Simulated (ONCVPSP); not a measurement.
**Before and after: ONCV potential for Ta**

ONCVPSP 4.0.1 input, shortened (lines: element, Z, core and valence counts, functional; n l f; lmax; l rc ep ncon nbas qcut; lloc lpopt rc5 dvloc0; l nproj debl; icmod fcfact rcfact), PBE, scalar-relativistic:

```
  Ta 73.00    9    5        4      upf
    1    0    2.00
    2    0    2.00
    2    1    6.00
    3    0    2.00
    3    1    6.00
    3    2   10.00
    4    0    2.00
    4    1    6.00
    4    2   10.00
    4    3   14.00
    5    0    2.00
    5    1    6.00
    5    2    3.00
    6    0    2.00
    3
    0    1.65    0.00    3    7    6.70
    1    1.20    0.00    5   10    6.10
    2    2.70    0.00    4    9    5.40
    3    1.05    0.00    4    9   14.90
    4    4    0.85    1.00
    0    2    2.70
    1    2    2.70
    2    2    2.20
    3    2    1.80
    3    4.75    1.15
```

All-electron outer shells of the reference configuration (PBE, scalar-relativistic, ld1.x):

```
shell  level (eV)  outermost node (bohr)  outermost maximum (bohr)
   4d     -222.19                   0.22                      0.46
   5s      -73.00                   0.54                      0.98
   5p      -39.40                   0.58                      1.13
   4f      -24.70                      –                      0.44
   6s       -5.44                   1.32                      2.78
   5d       -3.59                   0.65                      1.58
```

Change: s: qcut 7.3; p: qcut 6.6; d: qcut 5.8; f: qcut 16.1.

Cutoffs: the cutoffs (Ha) at which the residual kinetic energy of the hardest occupied pseudo-wave falls to 1 and 0.1 mHa per electron; they do not see the model core or the augmentation charge, which bear on the density cutoff. Errors are all-electron minus pseudo energies relative to the spin-unpolarised reference configuration.

Question: Predict the effect on cutoff, ghosts and configuration errors.

Answer: The potential gets softer (130 Ha and 234 Ha → 116 Ha and 209 Ha); of the 4 tests that both files solve, the error grows in 0 and shrinks in 1 by more than 15 % and 0.3 meV (median size 7.4 → 7.1 meV); neither file shows a bound ghost.

```csv
quantity,base,changed
"cutoff, loose",130 Ha,116 Ha
"cutoff, tight",234 Ha,209 Ha
loose cutoff by channel,"s 17 Ha, p 130 Ha, d 10 Ha, f 107 Ha","s 19 Ha, p 77 Ha, d 11 Ha, f 116 Ha"
bound ghosts,none,none
GHOST(+) flags under 300 eV,"s at 17.9 eV, d at 175.0 eV, p at 250.2 eV","s at 19.8 eV, d at 163.1 eV, p at 246.8 eV"
"error for 4f14 5s2 5p6 5d3 6s1, meV [ΔE 8.47 eV]",-3.4,-3.3
"error for 4f14 5s2 5p6 5d3 6s0, meV [ΔE 23.44 eV]",-13,-12
"error for 4f14 5s2 5p6 5d2 6s0, meV [ΔE 47.04 eV]",-9.7,-10
"error for 4f14 5s2 5p6 5d3 6s0 6p2, meV [ΔE 8.60 eV]",-5.1,-4.2
s: phases at 1.67 bohr within 0.05 rad from the reference energy up to (Ha; the scan ends near 5),0.6,0.7
p: phases at 1.22 bohr within 0.05 rad from the reference energy up to (Ha; the scan ends near 5),to the end of the scan,to the end of the scan
d: phases at 2.73 bohr within 0.05 rad from the reference energy up to (Ha; the scan ends near 5),4.7,4.7
f: phases at 1.06 bohr within 0.05 rad from the reference energy up to (Ha; the scan ends near 5),to the end of the scan,to the end of the scan
"rms error of d²Exc/dni dnj with the model core, mHa",2.70,2.54
```
